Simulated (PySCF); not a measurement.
vinylidene fluoride (C2H2F2), singlet, geometry from GFN2-xTB. Base run: PBE/6-31G, polarisability run with PySCF.

The PySCF input:
```python
from pyscf import gto, scf, dft
from pyscf.prop import polarizability

mol = gto.M(
    atom='''
C     1.367249   -0.185851   -0.074264
C     0.069072   -0.009389   -0.003752
F    -0.835182   -0.977630    0.051719
F    -0.545439    1.165298    0.023271
H     2.027761    0.657804   -0.115577
H     1.779898   -1.175380   -0.091241
''',
    basis='6-31g',
    charge=0,
    spin=0,
    verbose=4,
)

mf = dft.RKS(mol)
mf.xc = 'pbe'
mf.kernel()
alpha = mf.Polarizability().polarizability()[2, 2]
print('alpha_zz =', alpha)
```

Variants of this job, named by their change:

```tsv
change	alpha_zz (bohr³)	basis functions	core-seconds (rough)
base	8.91	40	7
finite field (a.u.) = 0.001; conv_tol = 1e-6	8.20	40	5
basis = 6-31+G*	18.81	76	10
basis = aug-cc-pVDZ	22.16	110	30
basis = def2-TZVP	18.51	136	30
finite field (a.u.) = 0.02; conv_tol = 1e-11	8.91	40	7
finite field (a.u.) = 0.05; conv_tol = 1e-11	8.92	40	9
basis = STO-3G	2.71	22	3
basis = 6-31G*	10.99	60	10
finite field (a.u.) = 0.001; conv_tol = 1e-11	8.91	40	7
functional = camb3lyp	8.54	40	10
functional = hf	8.36	40	0.5
```

Finite-field rows take the second difference of the energy in a field along z; a small field with loose convergence shows SCF noise divided by the square of the field, and a large one adds hyperpolarisability.
